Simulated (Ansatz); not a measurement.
input.yaml

```yaml
crystal:
  periodic: [false, false, false]
  atoms:
    - { symbol: Ta, position_ang: [-0.06886, 0.101632, 0.013968] }
    - { symbol: F, position_ang: [1.729478, 0.574155, 0.467224] }
    - { symbol: F, position_ang: [-0.423618, 0.234819, 1.86779] }
    - { symbol: F, position_ang: [0.670116, -0.773068, -1.490074] }
    - { symbol: F, position_ang: [-0.86334, 1.626177, -0.690351] }
    - { symbol: F, position_ang: [-1.413717, -1.22199, -0.021014] }
    - { symbol: P, position_ang: [1.822482, -2.780216, 1.410476] }
    - { symbol: H, position_ang: [0.38719, -2.648734, 1.474984] }
    - { symbol: H, position_ang: [1.813679, -3.006541, -0.011185] }
    - { symbol: H, position_ang: [2.043089, -1.374934, 1.262682] }
basis:
  gaussian: { orbitals: def2-SVP }
hamiltonian:
  xc: pbe
relax:
  f_tol: 0.03
  max_steps: 50
```

Run as:

```bash
$ ansatz run input.yaml --threads 4 --pin off --max-ram 5120MiB --backend cpu --events-out ev --progress --plain --runs-dir out
```

Hardware: 4 threads of Arm Neoverse V1, with other jobs on the host.

Question: Roughly how long does this run take, and how much memory?

Answer: 22 s, with a peak of 0.2 GiB, for 10 ionic steps.
